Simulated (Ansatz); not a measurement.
Cartesian coordinates (Å):
```xyz
13

C      2.5099     0.1576     0.0634
C      1.3356     0.0858    -0.1753
C     -0.0991    -0.0009    -0.4391
C     -0.6786    -1.3158     0.1040
C     -0.8374     1.2177     0.1349
H      3.5494     0.2191     0.2722
H     -0.2329     0.0040    -1.5266
H     -0.5682    -1.3615     1.1886
H     -1.7407    -1.3858    -0.1376
H     -0.1674    -2.1772    -0.3257
H     -0.7320     1.2503     1.2205
H     -0.4384     2.1464    -0.2729
H     -1.9003     1.1603    -0.1065
```
Charge 0, multiplicity 1.

The numbers are results of frozen-core CCSD(T)/cc-pVTZ // B3LYP-D3(BJ)/def2-TZVP in Ansatz (a quantum-chemistry and plane-wave program), not measurements.

| Quantity | Result |
|---|---|
| HF energy | -194.00418 Ha |
| MP2 correlation energy | -0.83166 Ha |

Problem. Estimate the CCSD correlation energy, the (T) correction, the total energy and the T1 diagnostic.

Solution. 
```json
{
  "CCSD correlation energy": "-0.87243 Ha",
  "(T) correction": "-0.03904 Ha",
  "CCSD(T) total energy": "-194.91565 Ha",
  "T1 diagnostic": "0.010"
}
```
